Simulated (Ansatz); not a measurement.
`C[SiH2][GeH3]` + `O[SiH2]F` → `F[SiH2][O][GeH3]` + `C[SiH3]` at 500 K and 1 bar (cleavage of the Ge–Si bond).

Calculated with Ansatz (gas phase, PBE0-D4/def2-TZVP geometries, no zero-point term in ΔE). CCSD(T)/CBS adds triple-zeta CCSD(T) − MP2 to the extrapolated MP2 energy (def2 sets, frozen cores). This one scheme is used for every species. For Ge outer-core shells are correlated without core-valence functions, which leaves a few kJ/mol of doubt a bond. Scalar relativity is left out up to krypton. One conformer a species, not always the lowest.

```json
{"species": "`C[SiH2][GeH3]`", "CCSD(T)/CBS energy (Eh)": "-2408.05773", "H − E (kJ/mol)": "247.9", "S (J/(mol·K))": "406.5"}
{"species": "`O[SiH2]F`", "CCSD(T)/CBS energy (Eh)": "-465.96250", "H − E (kJ/mol)": "118.8", "S (J/(mol·K))": "315.1"}
{"species": "`F[SiH2][O][GeH3]`", "CCSD(T)/CBS energy (Eh)": "-2543.28863", "H − E (kJ/mol)": "171.0", "S (J/(mol·K))": "418.4"}
{"species": "`C[SiH3]`", "CCSD(T)/CBS energy (Eh)": "-330.73916", "H − E (kJ/mol)": "189.7", "S (J/(mol·K))": "296.8"}
```

H − E and S are ideal-gas, rigid-rotor, harmonic terms from PBE0-D4/def2-TZVP, for one conformer and one mirror image of each species. 1 Eh = 2625.50 kJ/mol, R = 8.31446 J/(mol·K).

**Question.** By hand: ΔE, ΔH, ΔS and ΔG.

**Answer.** ΔE = (-2543.28863) + (-330.73916) − (-2408.05773) − (-465.96250) = -0.00756 Eh = -19.8 kJ/mol. Δ(H − E) = 171.0 + 189.7 − 247.9 − 118.8 = -6.0, so ΔH = -25.8 kJ/mol. ΔS = 418.4 + 296.8 − 406.5 − 315.1 = -6.4 J/(mol·K). ΔG = -25.8 − 500 × (-6.4)/1000 = -22.6 kJ/mol.

**Question.** By hand: the equilibrium constant, and the temperature at which ΔG would vanish if ΔH and ΔS stayed fixed.

**Answer.** log₁₀ K = −ΔG/(RT ln 10) = 2.4. ΔG = 0 at ΔH/ΔS = 4031 K, far beyond where these terms or the molecules hold.

The number of gas molecules stays the same, so ΔS is small and ΔH decides. A doubt of 5 kJ/mol in ΔE shifts log₁₀ K by 0.5 here. Other conformers and mirror images would add mixing entropy, several J/(mol·K) or more a flexible species. Modes under 60 cm⁻¹, often nearly free rotors, make the harmonic entropy too high. These are equilibria of isolated gas molecules and say nothing of rates. Largest T1 diagnostic: 0.012 (customary marks: 0.02 for closed shells, 0.045 for open ones).
